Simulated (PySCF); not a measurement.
HSE06 on Te⁻ (tellurium, charge -1), [Kr] 4d10 5s2 5p5, 2P determinant. All numbers are calculated (PySCF 2.14, the spin-free X2C one-electron Hamiltonian (Gaussian nucleus), in x2c-TZVPPall with one added diffuse shell each of s, p, d, f type (9s7p5d3f, 76 functions)).

```
cycle= 1 E= -6793.33842393903  delta_E= -0.00906  |g|= 0.0282  |ddm|= 0.262
cycle= 2 E= -6793.33849666615  delta_E= -7.27e-05  |g|= 0.0237  |ddm|= 0.0851
cycle= 3 E= -6793.33879910624  delta_E= -0.000302  |g|= 0.0082  |ddm|= 0.0533
cycle= 4 E= -6793.33881622989  delta_E= -1.71e-05  |g|= 0.000921  |ddm|= 0.00712
cycle= 5 E= -6793.33881727834  delta_E= -1.05e-06  |g|= 0.000218  |ddm|= 0.00309
cycle= 6 E= -6793.33881735524  delta_E= -7.69e-08  |g|= 2.22e-05  |ddm|= 0.000854
cycle= 7 E= -6793.33881735629  delta_E= -1.06e-09  |g|= 3.94e-06  |ddm|= 0.00011
cycle= 8 E= -6793.33881735633  delta_E= -4e-11  |g|= 3.53e-07  |ddm|= 2.42e-05
converged SCF energy = -6793.33881735633  <S^2> = 0.75444787  2S+1 = 2.0044429
```

Highest occupied orbital energy: 0.253 eV; ⟨L²⟩ = 2.03; populations by l: s 10.00, p 23.00, d 20.00, f 0.00.

Problem. Can this result be used?

Solution. With care. The run converged. At HSE06 the highest occupied level has a positive energy, so only the finite basis holds that electron; in a semilocal or global hybrid functional this comes from self-interaction and does not mean that the real anion is unbound.
